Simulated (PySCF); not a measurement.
PySCF job for 1,2-dichlorocyclobutene (C4H4Cl2), SMILES ClC1=C(Cl)CC1, KT2/pcSseg-1. Geometry: B3LYP-D3(BJ)/def2-SVP.

```python
import numpy as np
from pyscf import gto, scf, dft
from pyscf.prop.nmr import rks as nmr

mol = gto.M(
    atom='''
    Cl   -1.86721955   -0.00000000    0.97261947
    C    -0.67217740   -0.00000000   -0.25660640
    C     0.67217740    0.00000000   -0.25660639
    Cl    1.86721954    0.00000000    0.97261948
    C     0.78589731   -0.00000000   -1.76546363
    C    -0.78589730   -0.00000000   -1.76546364
    H     1.24748323    0.90019712   -2.20105547
    H     1.24748323   -0.90019712   -2.20105547
    H    -1.24748321   -0.90019712   -2.20105548
    H    -1.24748321    0.90019712   -2.20105548
    ''',
    basis='pcSseg-1',
    charge=0,
    spin=0,
    max_memory=1600,
    verbose=3,
)
mf = dft.RKS(mol, xc='kt2')
mf.grids.level = 3
mf.conv_tol = 1e-10
mf.max_cycle = 100
mf.kernel()
n = nmr.NMR(mf)
n.verbose = 2
n.max_cycle_cphf = 60
sigma = n.kernel()
print('atom   isotropic/ppm   span/ppm')
for i, s in enumerate(sigma):
    w = np.linalg.eigvalsh((s + s.T) / 2)
    print(f'{mol.atom_symbol(i):2s}{i + 1:3d} {w.mean():14.3f} {w[2] - w[0]:11.3f}')
```

It prints:

```
converged SCF energy = -1084.70560431348
atom   isotropic/ppm   span/ppm
Cl  1        695.509     502.633
C   2         55.490     114.431
C   3         55.490     114.431
Cl  4        695.509     502.633
C   5        144.378      22.037
C   6        144.378      22.037
H   7         28.505       8.178
H   8         28.505       8.178
H   9         28.505       8.178
H  10         28.505       8.178
```

Self-consistency was reached.
